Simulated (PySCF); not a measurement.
Cl2CrO2, quintet, geometry from GFN2-xTB of the parent state (such geometries of metal compounds can be far from the true shape) (another spin typed on purpose, not shown lowest); BLYP/3-21G (PySCF).

PySCF was given this input:
```python
from pyscf import gto, scf, dft

mol = gto.M(
    atom='''
Cr    0.36161990   -0.06306063    0.11655214
O     1.44045237   -0.59234025   -0.86408389
O     0.79045337    0.20330658    1.58311746
Cl   -0.38616068    1.66825371   -0.64495912
Cl   -1.17419951   -1.39615227    0.14204619
''',
    basis='3-21g',
    spin=4,
    verbose=5,
)

mf = dft.UKS(mol)
mf.xc = 'blyp'
mf.kernel()
```

What the program printed (banner, timings and long lists left out):

```
PySCF version 2.14.0

[INPUT] verbose = 5
[INPUT] max_memory = 4000
[INPUT] num. atoms = 5
[INPUT] num. electrons = 74
[INPUT] charge = 0
[INPUT] spin (= nelec alpha-beta = 2S) = 4
[INPUT] symmetry False subgroup None
[INPUT] Mole.unit = angstrom
[INPUT] Symbol           X                Y                Z      unit          X                Y                Z       unit  Magmom
[...]
[INPUT] ---------------- BASIS SET ----------------
[INPUT] l, kappa, [nprim/nctr], expnt,             c_1 c_2 ...
[INPUT] Cl
[...]
                                207.857           0.380363
                                45.1554           0.67819
[...]
                                13.9765           0.0511338
                                3.8871            0.991337
[...]
                                0.526955          1.18252
[...]
                                13.9765           0.458682
                                3.8871            0.601962
[...]
                                0.526955          0.822321
[...]
[INPUT] Cr
[...]
                                423.137           0.377084
                                92.43886          0.680989
[...]
                                26.03727          0.101431
                                7.844172          0.957198
[...]
                                2.497196          0.335115
                                0.805142          0.850248
[...]
                                0.086162          1.093671
[...]
                                26.03727          0.555983
                                7.844172          0.474818
[...]
                                2.497196          0.461625
                                0.805142          0.614539
[...]
                                0.086162          0.999945
[...]
                                2.362264          0.852156
[...]
[INPUT] O
[...]
                                48.4308           0.3515
                                10.4206           0.707658
[...]
                                1.5762            1.22156
[...]
                                1.5762            0.853955
[...]
nuclear repulsion = 501.758778272417
number of shells = 35
number of NR pGTOs = 138
number of NR cGTOs = 71
basis = 3-21g
ecp = {}

******** <class 'pyscf.dft.uks.UKS'> ********
method = UKS
initial guess = minao
damping factor = 0
level_shift factor = 0
DIIS = <class 'pyscf.scf.diis.CDIIS'>
diis_start_cycle = 1
diis_space = 8
diis_damp = 0
SCF conv_tol = 1e-09
[...]
 -6.98195227e+00 -2.83323281e+00 -1.83837019e+00 -1.82354975e+00
 -1.81201000e+00 -9.13857231e-01 -8.94270728e-01 -7.93913329e-01
 -7.85319410e-01 -4.34439936e-01 -4.13454702e-01 -4.09432870e-01
 -3.88859488e-01 -3.81622485e-01 -3.75344299e-01 -3.63443837e-01
 -3.55581740e-01 -3.41057195e-01 -3.33199836e-01 -3.28576444e-01
 -3.11528220e-01 -1.77485361e-01 -1.53517585e-01 -1.12885665e-01
 -7.43088691e-02 -6.60812279e-02 -1.22489242e-02  2.29969838e-02
  2.44183982e-02  3.22352125e-02  2.02254645e-01  2.10855702e-01
  2.16447349e-01  2.24219978e-01  4.97298547e-01  5.16848680e-01
  5.17637660e-01  5.71302692e-01  5.73348285e-01  6.16732287e-01
  7.29327351e-01  7.48657061e-01  1.27679682e+00  1.29278948e+00
  1.33838187e+00  1.38263317e+00  1.43629338e+00  1.49928539e+00
  1.89079808e+00  1.89179875e+00  1.96000951e+00  2.06870592e+00
  2.09410423e+00  2.60825530e+00  2.76108538e+00]
  beta  mo_energy =
[-2.13197147e+02 -1.00067489e+02 -1.00067361e+02 -2.42298627e+01
 -2.05677564e+01 -2.05651571e+01 -2.05551113e+01 -1.87699356e+01
 -1.87695759e+01 -9.14710130e+00 -9.14656453e+00 -6.98683155e+00
 -6.98663708e+00 -6.98467471e+00 -6.98451451e+00 -6.98011208e+00
 -6.97983423e+00 -2.77108857e+00 -1.78829417e+00 -1.76728217e+00
 -1.74009461e+00 -8.66876159e-01 -8.46375854e-01 -7.79532309e-01
 -7.70931571e-01 -3.85572861e-01 -3.83648865e-01 -3.69798886e-01
 -3.66984519e-01 -3.66158097e-01 -3.54800111e-01 -3.38762624e-01
 -3.23917336e-01 -3.18224557e-01 -2.94772025e-01 -2.94221579e-01
 -2.72550638e-01 -9.83038637e-02 -8.39634395e-02 -6.89881891e-02
 -3.92110516e-02 -3.54934146e-02 -7.84723512e-03  2.58441423e-02
  2.90811463e-02  3.63817946e-02  2.14491010e-01  2.20271103e-01
  2.27963816e-01  2.38016354e-01  5.03131123e-01  5.23586491e-01
  5.32281873e-01  5.79131366e-01  5.86160096e-01  6.21855056e-01
  7.35267972e-01  7.56704511e-01  1.32125042e+00  1.34084424e+00
  1.35787441e+00  1.40997246e+00  1.49280992e+00  1.53853242e+00
  1.96383733e+00  1.96541056e+00  1.98034066e+00  2.09294251e+00
  2.12235074e+00  2.65005422e+00  2.80237999e+00]
multiplicity <S^2> = 6.0100676  2S+1 = 5.0040254
nelec by numeric integration = [38.99999325 34.99999558]
E1 = -3901.142114977849  E2 = 1294.4612565613547  Ecoul = 1416.614660519887  Exc = -122.15340395853217
Extra cycle  E= -2104.92208014408  delta_E= 4.76e-08  |g|= 0.000308  |ddm|= 0.000917
SCF not converged.
SCF energy = -2104.92208014408 after 50 cycles  <S^2> = 6.0100676  2S+1 = 5.0040254
```

The run did not converge; its last values are not results.
